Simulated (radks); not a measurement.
Results of a calculation; reference values are marked as such.
Problem. Cu, configuration [Ar] 3d10 4s1 (the NIST ground configuration). Code: a radial shooting solver on a logarithmic mesh with Libxc functionals. Model: non-relativistic Kohn-Sham, LDA (Slater exchange, Perdew-Wang correlation), spin-unpolarised, spherical densities, point nucleus; hard spherical wall at 5 bohr. Some entries of the table are withheld. Estimate them.

orbital,occ.,eigenvalue (eV),<r> (bohr)
1s,2,-8727.328,0.05298
2s,2,-1036.146,0.2391
2p,6,(1),0.2080
3s,2,-108.6733,0.7240
3p,6,-69.2725,0.7553
3d,10,-3.8458,1.028
4s,1,(2),2.459
4p,0,3.3755,2.726
4d,0,13.1541,2.982
5s,0,19.1894,2.941

Solution. 
(1) 2p eigenvalue (eV): -909.3359
(2) 4s eigenvalue (eV): -2.5734
